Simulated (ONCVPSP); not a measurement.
Building the ONCV potential for rhenium (Re) (PBE, scalar-relativistic).

Re (Z = 75), optimised norm-conserving Vanderbilt (ONCV), made with ONCVPSP 4.0.1 (PBE, scalar-relativistic). Core [Kr] 4d10, reference 4f14 5s2 5p6 5d5 6s2. Waves: 5s+6s: rc 1.65 bohr, ncon 4, nbas 7, qcut 7.5 1/bohr, 2 projectors; 5p: rc 1.70 bohr, ncon 4, nbas 7, qcut 9.6 1/bohr, 1 projector; 5d: rc 2.75 bohr, ncon 3, nbas 7, qcut 5.5 1/bohr, 2 projectors, debl 1.1 Ha; 4f: rc 0.50 bohr, ncon 4, nbas 8, qcut 22.6 1/bohr, 1 projector. Local part: polynomial inside 0.35 bohr (lpopt 2, dvloc0 4 Ha). Core correction: none.

All-electron outer shells of the reference configuration (PBE, scalar-relativistic, ld1.x):

```tsv
shell	level (eV)	outermost node (bohr)	outermost maximum (bohr)
4d	-255.33	0.21	0.44
5s	-85.25	0.52	0.93
5p	-47.01	0.56	1.06
4f	-42.31	–	0.41
6s	-5.94	1.24	2.57
5d	-5.37	0.62	1.41
```

Question: Does the generator finish with these settings?

Answer: Yes, a potential is produced.

Question: Estimate the cutoffs (Ha) at which the residual kinetic energy of the hardest occupied pseudo-wave falls to 1 and 0.1 mHa per electron.

Answer: 1085 Ha and 1420 Ha.

Question: What does a ghost test show?

Answer: Ghosts flagged at negative energy: s at -1456.7 eV, p at -905.5 eV, d at -313.5 eV; GHOST(+) flagged for s at 53.6 eV. A true bound ghost makes a file unfit for plane-wave use.

Question: Which valence shell sets the plane-wave cutoff?

Answer: 4f: 1085 Ha for 1 mHa per electron, against 26 Ha for 5p.

Question: Tests: 4f14 5s2 5p6 5d5 6s1; 4f14 5s2 5p6 5d5 6s0; 4f14 5s2 5p6 5d4 6s0; 4f14 5s1 5p6 5d5 6s2. Which has the largest error in its energy relative to the reference configuration, and how large is it?

Answer: 4f14 5s1 5p6 5d5 6s2, with -286 meV (all-electron minus pseudo) on +91.76 eV.
